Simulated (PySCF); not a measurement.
How the method moves the HOMO and LUMO of `O=C(O)[SiH2]O[SiH3]`

CH6O3Si2.
Structure used (PBE0-D3(BJ)/def2-SVP), in Å, numbered top down from 1:
```
atom  x, y, z in Å
O1     0.982    0.274   -1.327
C2     1.482    0.089   -0.244
O3     2.803    0.051   -0.052
Si4    0.391   -0.173    1.320
O5    -1.152   -0.079    0.766
Si6   -2.041    0.033   -0.647
H7     3.225    0.194   -0.918
H8     0.674    0.902    2.309
H9     0.686   -1.509    1.908
H10   -1.847    1.361   -1.293
H11   -1.694   -1.071   -1.585
H12   -3.470   -0.105   -0.243
```

Basis pcSseg-1 throughout (PySCF), one geometry. The structure is a single PBE0-D3(BJ)/def2-SVP conformer in the gas phase; no vibrational or solvent corrections.

**Question.** How do the orbital energies, the gap and the dipole change with the method?

**Answer.** 
```json
{"method": "BLYP", "kind": "GGA", "HOMO (eV)": "-6.42", "LUMO (eV)": "-1.64", "gap (eV)": "4.78", "μ (D)": "1.59", "SCF cycles": "17"}
{"method": "OPBE", "kind": "GGA", "HOMO (eV)": "-6.46", "LUMO (eV)": "-1.67", "gap (eV)": "4.79", "μ (D)": "1.60", "SCF cycles": "17"}
{"method": "PBE", "kind": "GGA", "HOMO (eV)": "-6.53", "LUMO (eV)": "-1.78", "gap (eV)": "4.75", "μ (D)": "1.61", "SCF cycles": "16"}
{"method": "B97-D", "kind": "GGA", "HOMO (eV)": "-6.56", "LUMO (eV)": "-1.70", "gap (eV)": "4.86", "μ (D)": "1.60", "SCF cycles": "17"}
{"method": "KT3", "kind": "GGA", "HOMO (eV)": "-6.65", "LUMO (eV)": "-1.71", "gap (eV)": "4.95", "μ (D)": "1.51", "SCF cycles": "17"}
{"method": "BP86", "kind": "GGA", "HOMO (eV)": "-6.66", "LUMO (eV)": "-1.88", "gap (eV)": "4.78", "μ (D)": "1.61", "SCF cycles": "16"}
{"method": "KT2", "kind": "GGA", "HOMO (eV)": "-6.69", "LUMO (eV)": "-1.74", "gap (eV)": "4.95", "μ (D)": "1.52", "SCF cycles": "17"}
{"method": "LDA", "kind": "LDA", "HOMO (eV)": "-6.71", "LUMO (eV)": "-2.04", "gap (eV)": "4.67", "μ (D)": "1.65", "SCF cycles": "16"}
{"method": "B3LYP", "kind": "global hybrid", "HOMO (eV)": "-7.80", "LUMO (eV)": "-0.96", "gap (eV)": "6.84", "μ (D)": "1.58", "SCF cycles": "14"}
{"method": "HF", "kind": "Hartree–Fock", "HOMO (eV)": "-11.81", "LUMO (eV)": "3.33", "gap (eV)": "15.14", "μ (D)": "1.67", "SCF cycles": "12"}
```

The HOMO spans 5.39 eV, from BLYP down to HF, and the gap runs from 4.67 eV (LDA) to 15.14 eV (HF). Over the methods BLYP (0 %), OPBE (0 %), PBE (0 %), B97-D (0 %), KT3 (0 %), BP86 (0 %), KT2 (0 %), LDA (0 %), B3LYP (20 %), HF (100 %), a straight line through the gap against the share of exact exchange rises by 1.03 eV for each 10 % (correlation coefficient 1.000). The dipole ranges from 1.51 D (KT3) to 1.67 D (HF). This basis has no diffuse functions.
